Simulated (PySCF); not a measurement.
C7H10N (doublet state).
SMILES with atom numbers: `[CH:1]#[C:2][C@H:3]1[CH2:4][CH:5][CH2:6][N:7]1[CH3:8]` (hydrogens: H9 on C1; H10 on C3; H11, H12 on C4; H13 on C5; H14, H15 on C6; H16, H17, H18 on C8)

Cartesian coordinates in Å at the GFN2-xTB level; atoms count from 1:
```
atom  x, y, z in Å
C1     2.3186    1.8479   -0.9210
C2     1.4387    1.0458   -0.8003
C3     0.3681    0.0784   -0.6594
C4     0.8782   -1.3683   -0.5267
C5    -0.1684   -1.9973    0.3075
C6    -1.0408   -0.9607    0.8936
N7    -0.3833    0.2942    0.5764
C8    -1.2503    1.4419    0.5483
H9     3.0931    2.5476   -1.0258
H10   -0.2929    0.1583   -1.5473
H11    1.8550   -1.3742   -0.0213
H12    1.0179   -1.8529   -1.4974
H13   -0.2009   -3.0356    0.5681
H14   -2.0661   -1.0079    0.4618
H15   -1.1581   -1.0578    1.9820
H16   -2.0416    1.3636   -0.2180
H17   -0.6536    2.3303    0.3437
H18   -1.7223    1.5530    1.5240
```

The hyperfine couplings belong to this conformer and change with its torsions.

The calculation used UKS B3LYP, pcH-1 on C H N, non-relativistic, mean-field spin-orbit, GIAO (PySCF). Geometry: GFN2-xTB, one conformer, isolated molecule. A GFN2-xTB geometry isn't a minimum of the functional, and hyperfine couplings can be far from their values at a DFT geometry. Stability of the SCF solution: not tested.

Largest spin populations (Mulliken): C5 (+1.02), C4 (-0.09) and C6 (-0.08). C5 is the only atom above +0.15. The positive populations add up to 1.22 and the negative ones to -0.22, together 2S = 1. The angles at C5 add up to 359.4°, so it is planar; its axial dipolar tensor and the negative coupling of its proton fit spin in a p orbital normal to that plane.

(1) Find Q in a(H) = Q·ρ(C) for the protons on the planar carbons that carry spin.

(2) List the C–H protons on four-coordinate carbons next to a three-coordinate spin centre, with their couplings and θ (C–H bond against the normal to the plane of the centre's neighbours, projected along the bond that joins the two).

Results:

(1) 
```csv
H,C,ρ(C),a(H) (G),a/ρ (G)
H13,C5,+1.023,-22.19,-21.7
```

One proton gives one ratio, Q = -21.7 G, and no test of linearity. In McConnell's picture π spin on carbon polarises the C–H bond and leaves opposite spin at the proton, which makes Q negative, as found here.

(2) 
```tsv
β H	on	centre	θ (°)	cos²θ	a (G)
H11	C4	C5	18	0.91	+50.71
H12	C4	C5	41	0.57	+29.44
H14	C6	C5	19	0.90	+48.06
H15	C6	C5	42	0.56	+30.98
```

Fitting the Heller–McConnell form a = ρ(B0 + B2 cos²θ), with Mulliken ρ = 1.02, gives B0 = -1.7 G and B2 = 55.4 G; with only two distinct angles the two parameters are fixed exactly. By this fit the coupling would be 55.0 G at θ = 0° and -1.7 G at 90°.

Couplings in gauss use g_iso = 2.0026.

The run took 2.1 min wall (with the writing of density and orbital grids) on an AMD EPYC with one thread, shared host with 64 logical CPUs at a one-minute load of 60, and the process peaked at 0.97 GiB of memory.
